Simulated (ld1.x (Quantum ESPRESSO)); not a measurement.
What one change does to a pseudopotential (aluminium, RRKJ)

| Quantity | Value |
| --- | --- |
| Element | aluminium |
| Generator | ld1.x (Quantum ESPRESSO) 7.5 |
| Type | norm-conserving RRKJ (Kleinman–Bylander form) |
| Functional | PBE |
| Relativity | fully relativistic |
| Frozen core | [Ne] |
| Valence charge | 3 |
| Reference configuration | 3s1 3p0 (charge +2) |
| Partial waves | 3p (bound, empty): rc 1.85 bohr; 3d channel at 0.4 Ry: rc 2.00 bohr; 3s (bound): rc 2.10 bohr |
| Local potential | the s channel |
| Core correction | Bessel-smoothed model core inside 1.85 bohr |
| rho0 | 0.01 |

Open shells are filled in proportion to 2j + 1 (rel_dist='average').

Change: core correction Bessel-smoothed model core inside 0.72 bohr.

Cutoffs: the cutoffs (Ry, on a coarse ladder) from which the occupation-weighted sum of valence levels, in a spherical-Bessel basis at the reference potential, stays within 10 and 1 mRy of its value at 400 Ry; they do not see the model core or the augmentation charge, which bear on the density cutoff. Errors are all-electron minus pseudo energies relative to the spin-unpolarised reference configuration.

Q: Predict the effect on cutoff, ghosts and configuration errors.

A: The potential gets neither clearly harder nor softer (10 Ry and 25 Ry → 10 Ry and 25 Ry); of the 7 tests that both files solve, the error grows in 0 and shrinks in 7 by more than 15 % and 0.3 meV (median size 47.9 → 18.1 meV); neither file shows a bound ghost. A model core, the more so a compact one, raises the density cutoff, which this test does not measure.

```tsv
quantity	base	changed
cutoff, loose	10 Ry	10 Ry
cutoff, tight	25 Ry	25 Ry
bound ghosts	none	none
error for 3s2 3p1, meV [ΔE -24.99 eV]	+75	+25
error for 3s2 3p0, meV [ΔE -19.23 eV]	+46	+5.6
error for 3s2 3p0.5, meV [ΔE -22.90 eV]	+63	+16
error for 3s2 3p1.3, meV [ΔE -25.56 eV]	+79	+29
error for 3s1 3p1, meV [ΔE -13.42 eV]	+22	+8.9
error for 3s1 3p2, meV [ΔE -19.85 eV]	+48	+24
error for 3s0 3p3, meV [ΔE -14.54 eV]	+24	+18
s: phases at 2.29 bohr within 0.05 rad from the reference energy up to (Ry; the scan ends near 5)	1.6	1.6
p1/2: phases at 2.29 bohr within 0.05 rad from the reference energy up to (Ry; the scan ends near 5)	1.4	1.4
p3/2: phases at 2.29 bohr within 0.05 rad from the reference energy up to (Ry; the scan ends near 5)	1.3	1.3
d3/2: phases at 2.29 bohr within 0.05 rad from the reference energy up to (Ry; the scan ends near 5)	3.6	3.6
d5/2: phases at 2.29 bohr within 0.05 rad from the reference energy up to (Ry; the scan ends near 5)	3.6	3.6
```
